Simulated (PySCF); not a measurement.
GdCl3(H2O) at several levels of theory

Computed with PySCF 2.14.0 (density fitting, no spin-orbit coupling) at the geometry relaxed with PBE0:

```xyz
7
GdCl3(H2O) (singlet in the valence; each metal's 4f electrons, 7 of them, lie in its core potential, out of spins and levels)
Gd   -0.0277   -0.0532    0.0532
Cl    1.0784    1.8972    1.1940
Cl   -1.7374   -1.3505    1.3505
Cl    1.0784   -1.1940   -1.8972
O    -1.3614    1.3528   -1.3528
H    -1.5704    2.2802   -1.1782
H    -1.5704    1.1782   -2.2802
```

```csv
level,basis,state,HOMO (eV),gap (eV),charge on Gd1 (e),population of f-type functions on Gd1 (polarisation alone where 4f lies in the core),dipole about the centre of mass (D),largest force component (eV/Å)
PBE0,"Gd lcecp-1-SVP with ECP53, Cl def2-SVP, O def2-SVP, H def2-SVP",singlet,-8.42,6.97,0.88,0.05,5.78,0.01
TPSSh,the same,singlet,-7.72,6.01,0.89,0.05,5.77,0.25
BLYP,the same,singlet,-6.76,4.56,0.63,0.05,5.66,0.57
```

In the lcecp rows the 4f levels are missing from HOMO and gap, and the state counts the valence alone.

Charges are Mulliken's, which hang on the basis. The relaxation used the grid (50, 194), these runs (75, 302) or, all-electron (x2c bases, spin-free X2C Hamiltonian), (99, 590).

Task: What does PBE0 with Gd lcecp-1-TZVP with ECP53, Cl def2-TZVP, O def2-TZVP, H def2-TZVP give here?

Result: state singlet, HOMO (eV) -8.56, gap (eV) 6.92, charge on Gd1 (e) 1.39, population of f-type functions on Gd1 (polarisation alone where 4f lies in the core) 0.07, dipole about the centre of mass (D) 5.71, largest force component (eV/Å) 0.23. Time: 23 s on 2 threads of Intel(R) Xeon(R) Platinum 8259CL CPU @ 2.50GHz (Skylake/Cascade Lake) (shared host), from free ions and atoms.

In the first row's basis the gap widens with exact exchange: 4.6 eV for BLYP (none); 6.0 to 7.0 eV for TPSSh, PBE0 (a fixed share).

A frequency check found unstable modes (1, the lowest at -40 cm⁻¹), so the relaxed geometry is a saddle point, or these are noise. An lcecp potential fixes the number of 4f electrons, so in runs with it no electron can move into or out of that shell.
